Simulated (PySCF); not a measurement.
# One molecule, several mistakes: ClGeH4OSi

Calculated results; nothing here was measured. The program is PySCF 2.14.0, an open-source quantum chemistry code, run on an isolated molecule that a program drew, which may never have been made. The molecule is ClGeH4OSi (charge 0, doublet), drawn as the SMILES string `O[SiH](Cl)[GeH2]`.

Each row is a Hartree-Fock (HF) and frozen-core CCSD(T) single point in the cc-pV(D+d)Z basis, meant for a local HF minimum. Run 1 is clean. Each other run has one planted mistake out of seven kinds, and not every kind appears here: one electron removed, one electron added, multiplicity raised by two, geometry at a saddle point, minimal basis STO-3G, one bond length entered in bohr, all coordinates scaled. The reference is restricted for singlets and unrestricted otherwise, and also for a bond in bohr. Adding or removing an electron swaps singlet and doublet. Electrons count all cores. HOMO and LUMO are orbital energies over both spins, the gradient is its largest component, and the lowest frequency (negative if imaginary) is given only where the gradient is small. Bond lengths are over the 7 bonds as drawn. T1 is the CCSD diagnostic: over 0.02 (restricted) or 0.045 (unrestricted) a single reference is doubtful. Germanium has the cc-pVDZ-PP basis, with a core potential (ECP10MDF) in place of its 10 inner electrons, and its 3s, 3p and 3d shells are frozen in CCSD(T).

Geometry of the clean run:
```xyz
8
ClGeH4OSi, angstrom
O    -3.0693    0.3553    0.2495
Si   -1.6619    0.9154    0.8762
Cl   -0.0449    0.0745   -0.1279
Ge   -1.6038    0.2078    3.1489
H    -3.2841    0.5321   -0.6554
H    -1.5304    2.3656    0.6482
H    -2.7505    0.7806    3.9905
H    -0.2607    0.4923    3.8298
```

| run | electrons | basis functions | <S^2> | HOMO (eV) | LUMO (eV) | gradient (hartree/bohr) | lowest frequency (cm^-1) | mean bond (Å) | longest bond (Å) | T1 | HF (hartree) | CCSD(T) (hartree) | mistake |
|---|---|---|---|---|---|---|---|---|---|---|---|---|---|
| 1 | 75 | 103 | 0.757 | -8.83 | 0.68 | 2.9e-05 | 104 | 1.6554 | 2.381 | 0.0120 | -1119.08856 | -1119.64684 | no fault |
| 2 | 74 | 103 | 0.000 | -16.37 | -7.12 | 6.5e-02 | - | 1.6554 | 2.381 | 0.0141 | -1118.79562 | -1119.34719 | one electron removed |
| 3 | 75 | 103 | 1.701 | -8.42 | -0.82 | 1.1e-02 | - | 1.9199 | 3.932 | 0.0387 | -1118.95439 | -1119.49069 | one bond length entered in bohr |
| 4 | 75 | 103 | 0.757 | -8.76 | 0.77 | 2.8e-02 | - | 1.6140 | 2.322 | 0.0115 | -1119.08327 | -1119.63870 | ? |

**Which mistake was planted in run 4, and what did it cost?**

The mean and the longest bond both change by the same factor, 0.975, and the gradient is no longer small. So the mistake is: all coordinates scaled. Subtracting run 1 and multiplying by 627.51 kcal/mol a hartree, the energy moved by 3.3 kcal/mol in HF and 5.1 kcal/mol in CCSD(T).

